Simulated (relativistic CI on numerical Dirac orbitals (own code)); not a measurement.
Method of calculation: Dirac-Coulomb-Breit CI, orbitals from a KLI potential per configuration, model QED, unscaled Slater integrals (own radial code, finite nucleus).

The strongest absorption lines from the ground level of an ion, among the configurations computed and to levels below about 6750 eV (vacuum wavelength in nm, gf): 0.20745 (0.41), 0.21143 (0.95), 0.21162 (1.2), 0.21168 (1.3), 0.21257 (0.52), 0.21276 (0.99), 0.21281 (0.49), 0.22758 (2.2).

Q: Which ion is it?
A. Tb58+
B. La50+
C. Pm54+
D. La48+

A: B. La50+ has 7 electrons and the ground level 2s²2p³ ²P°3/2; the strongest line goes to 2s²2p²3d ²D5/2. The pattern of lines fixes the number of electrons, and along that sequence the line energies rise steadily with the charge (about as its square where n changes within one kind of shell, about linearly where n is kept but much faster in heavy ions where fine structure, which grows about as Z⁴, sets the gap, and irregularly where shells cross), which fixes Z. Configurations outside the model, such as inner-shell arrays, can give stronger lines. At this charge energies of transitions that change n are usually good to better than 1 %, and those within a shell (Δn = 0) to a few per cent.

LS names give the leading component of a level, which can be under half, so a name can repeat, a term be missing and a line seem to break the LS rules.
